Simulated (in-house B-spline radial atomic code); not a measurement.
Ionising the zinc ion Zn¹⁴⁺ with different functionals

Computed with a radial B-spline atomic code at the basis-set limit: non-relativistic Hamiltonian, point nucleus, spin-polarised at highest spin, spherical fractional occupations for the functionals. The ionisation energy is the difference of two self-consistent energies, [Ne] 3s2 3p4 → [Ne] 3s2 3p3, without Breit or QED terms; ε is the level of the shell that loses the electron (its least bound occupied spin orbital).

Hybrids are left out here: with spherical fractional occupations of an open shell their exact exchange keeps a self-interaction that integer-occupation calculations don't have.

```
method      rung  ΔSCF (eV)  -ε(3p) (eV)
PBEsol       GGA     488.20       470.60
  RPBE       GGA          ?            ?
  TPSS  meta-GGA     488.10       470.74
 M06-L  meta-GGA          ?            ?
```

**Question.** What does RPBE give?

**Answer.** ΔSCF 488.13 eV, and -ε(3p) = 470.65 eV.

**Question.** What does M06-L give?

**Answer.** ΔSCF 486.85 eV, and -ε(3p) = 469.94 eV.

**Question.** Among the functionals, which spreads more, the ΔSCF values or the orbital energies?

**Answer.** The ΔSCF values: ΔSCF values span about 1.35 eV and the orbital energies 0.81 eV.

**Question.** How do they compare with the NIST value?

**Answer.** NIST lists 490.6 eV ± 0.6 (semi-empirical, ground level to ground level). Errors run from -3.75 to -2.40 eV. The correlated functionals all miss on the same side by more than they spread, so the cause is common to them (relativity, Breit-QED terms, multiplet and fine-structure energies, or a listed next ion that isn't the cheapest removal here) and closeness doesn't rank the functionals.
